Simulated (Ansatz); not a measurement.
Ansatz (a program for electronic structure) input:

Ansatz 0.2 input:
```yaml
crystal:
  periodic: [false, false, false]
  atoms:
    - {symbol: C, position_ang: [-0.72880591, 1.55107953, -0.49272140]}
    - {symbol: C, position_ang: [-0.71874039, 0.16434910, 0.15081964]}
    - {symbol: C, position_ang: [-1.35728504, -0.84510235, -0.80370040]}
    - {symbol: Si, position_ang: [1.03501797, -0.36270732, 0.67185778]}
    - {symbol: O, position_ang: [1.86649535, -0.41234431, -0.73583356]}
    - {symbol: O, position_ang: [1.73091884, 0.61415914, 1.77190330]}
    - {symbol: O, position_ang: [1.10168842, -1.77087716, 1.48484987]}
    - {symbol: H, position_ang: [-0.09887906, 1.55710557, -1.37888317]}
    - {symbol: H, position_ang: [-0.35804532, 2.30448916, 0.19935635]}
    - {symbol: H, position_ang: [-1.73984375, 1.82920585, -0.78793434]}
    - {symbol: H, position_ang: [-1.34536840, 0.21242129, 1.04857181]}
    - {symbol: H, position_ang: [-2.35613132, -0.51996744, -1.09272724]}
    - {symbol: H, position_ang: [-0.75459062, -0.94317270, -1.70300195]}
    - {symbol: H, position_ang: [-1.44166317, -1.82437488, -0.33657466]}
    - {symbol: H, position_ang: [2.78522072, -0.67085483, -0.73131468]}
    - {symbol: H, position_ang: [1.82141245, 1.54221739, 1.57895284]}
    - {symbol: H, position_ang: [0.69714471, -2.54641604, 1.10892334]}
basis:
  gaussian:
    orbitals: def2-TZVP
hamiltonian:
  xc: b3lyp
  dispersion: d3bj
relax: {f_tol: 0.002, max_steps: 150}
```

**Question.** Predict the final energy.

**Answer.** -635.88499 Eh (B3LYP-D3(BJ)/def2-TZVP). The basis has 283 functions.
